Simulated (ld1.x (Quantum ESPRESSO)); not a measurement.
**What one change does to a pseudopotential (chlorine, PAW)**

```json
{"Element": "chlorine (Cl)", "Generator": "ld1.x (Quantum ESPRESSO) 7.5", "Type": "PAW", "Functional": "PBE", "Relativity": "scalar-relativistic", "Frozen core": "[Ne]", "Valence charge": "7", "Reference configuration": "3s2 3p3 (charge +2)", "Partial waves": "3s (bound): rcut 1.25, rcutus 1.35 bohr; 3s channel at -0.05 Ry: rcut 1.25, rcutus 1.35 bohr; 3p (bound): rcut 0.80, rcutus 1.00 bohr; 3p channel at -1.3 Ry: rcut 0.80, rcutus 1.00 bohr", "Local potential": "all-electron potential smoothed inside 0.85 bohr (lloc = -2)", "Core correction": "Bessel-smoothed model core inside 0.95 bohr", "Augmentation charge": "PSQ, inside the norm-conserving radii"}
```

Change: waves 3s (bound): rcut 1.25, rcutus 1.96 bohr; 3s channel at -0.05 Ry: rcut 1.25, rcutus 1.96 bohr.

Cutoffs: the cutoffs (Ry, on a coarse ladder) from which the occupation-weighted sum of valence levels, in a spherical-Bessel basis at the reference potential, stays within 10 and 1 mRy of its value at 400 Ry; they do not see the model core or the augmentation charge, which bear on the density cutoff. Errors are all-electron minus pseudo energies relative to the spin-unpolarised reference configuration.

Question: Predict the effect on cutoff, ghosts and configuration errors.

Answer: The potential gets neither clearly harder nor softer (55 Ry and 70 Ry → 55 Ry and 70 Ry); both files keep a bound ghost (p); of the 7 tests that both files solve, the error grows in 0 and shrinks in 3 by more than 15 % and 0.3 meV (median size 2.3 → 2.3 meV). That the errors move this way runs against the usual rule that smaller radii transfer better.

| quantity | base | changed |
| --- | --- | --- |
| cutoff, loose | 55 Ry | 55 Ry |
| cutoff, tight | 70 Ry | 70 Ry |
| loose cutoff by channel (10 mRy a level) | s 15 Ry, p 50 Ry | s 10 Ry, p 50 Ry |
| bound ghosts | p | p |
| error for 3s2 3p5, meV [ΔE -39.32 eV] | -2.3 | -2.0 |
| error for 3s2 3p4, meV [ΔE -25.45 eV] | -0.5 | -0.2 |
| error for 3s2 3p2, meV [ΔE 38.31 eV] | -8.9 | -6.3 |
| error for 3s2 3p1, meV [ΔE 90.55 eV] | -43 | -21 |
| error for 3s1 3p6, meV [ΔE -27.17 eV] | -2.3 | -2.3 |
| error for 3s2 3p4.5, meV [ΔE -33.74 eV] | -1.5 | -1.1 |
| error for 3s2 3p5.3, meV [ΔE -41.46 eV] | -2.5 | -2.4 |
| lowest overlap eigenvalue by channel | s 0.42, p 0.79 | s 0.24, p 0.79 |

 A true bound ghost makes a file unfit for plane-wave use even where its test errors are small: the radial tests pick states by their node count and pass the ghost by.
